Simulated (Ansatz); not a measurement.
Calculated with Ansatz (gas phase, PBE0-D4/def2-TZVP geometries, no zero-point term in ΔE). CBS: MP2 limit from def2 TZ/QZ plus the TZ coupled-cluster correction, frozen cores. DFT in def2-TZVPP. B3LYP here is the variant with VWN-RPA as its local correlation; programs differ in this. HSE06 is defined as in plane-wave codes. For Ga outer-core shells are correlated without core-valence functions, which leaves a few kJ/mol of doubt a bond. Scalar relativity is left out up to krypton. One conformer a species, not always the lowest.

Reaction (ligand exchange at the Si–C bond): `[SiH3][CH]1[NH][AlH]1` + `[CH3][Ga]([CH3])[OH]` → `[CH3][Ga]([CH3])[O][SiH3]` + `[CH2]1[NH][AlH]1`

`[SiH3][CH]1[NH][AlH]1`:

```xyz
10

Si   -1.155   -0.733    0.544
C     0.582   -0.114    0.364
N     0.749    1.331   -0.083
Al    1.278    0.331   -1.376
H    -1.174   -2.189    0.870
H    -1.934   -0.018    1.601
H    -1.891   -0.531   -0.741
H     1.268   -0.426    1.157
H     0.405    2.081    0.489
H     1.873    0.268   -2.825
```

`[CH3][Ga]([CH3])[OH]`:

```xyz
11

C     0.646    1.684    0.600
Ga    0.283   -0.174    0.103
C    -1.307   -0.939   -0.767
O     1.635   -1.286    0.522
H     0.632    2.330   -0.282
H     1.623    1.763    1.078
H    -0.115    2.059    1.288
H    -1.417   -0.531   -1.775
H    -2.211   -0.678   -0.212
H    -1.248   -2.026   -0.841
H     1.479   -2.202    0.287
```

`[CH3][Ga]([CH3])[O][SiH3]`:

```xyz
14

C     0.996    1.274    1.170
Ga   -0.446    0.517    0.081
C    -2.223    1.157   -0.419
O    -0.086   -1.101   -0.630
Si    1.108   -2.198   -0.674
H     0.730    2.245    1.590
H     1.241    0.592    1.988
H     1.898    1.388    0.564
H    -2.957    0.364   -0.261
H    -2.233    1.404   -1.484
H    -2.523    2.041    0.144
H     1.581   -2.400   -2.072
H     2.283   -1.775    0.148
H     0.632   -3.507   -0.147
```

`[CH2]1[NH][AlH]1`:

Cartesian coordinates in Å:
```
C -0.626 -0.090 -0.563
N -0.182 0.379 0.798
Al 1.196 -0.279 0.007
H -1.335 -0.922 -0.564
H -0.953 0.697 -1.247
H -0.832 0.802 1.437
H 2.731 -0.588 0.131
```

```
          level  ΔE (kcal/mol)  difference from CCSD(T)/CBS
      revPBE-D4          -19.9                          3.5
        PBE0-D4          -21.8                          1.6
       B3LYP-D4          -24.3                         -0.9
       HSE06-D4          -21.7                          1.7
        ωB97M-V          -23.4                          0.0
         r2SCAN          -23.1                          0.3
        r2SCAN0          -23.8                         -0.4
  CCSD/def2-SVP          -23.7                         -0.3
CCSD/def2-TZVPP          -24.8                         -1.4
  HF/def2-QZVPP          -29.9                         -6.5
    CCSD(T)/CBS          -23.4                            0
```

Largest T1 diagnostic among the species: 0.015.

From r2SCAN to r2SCAN0 (25 % exact exchange), in def2-TZVPP and without D4, ΔE moves by −0.8 kcal/mol. Leaving LDA and LC-ωPBE aside and taking each functional with its dispersion term where it has one, the values, not all of them listed here, spread over 6.6 kcal/mol, from BHLYP-D4 to revPBE-D4.
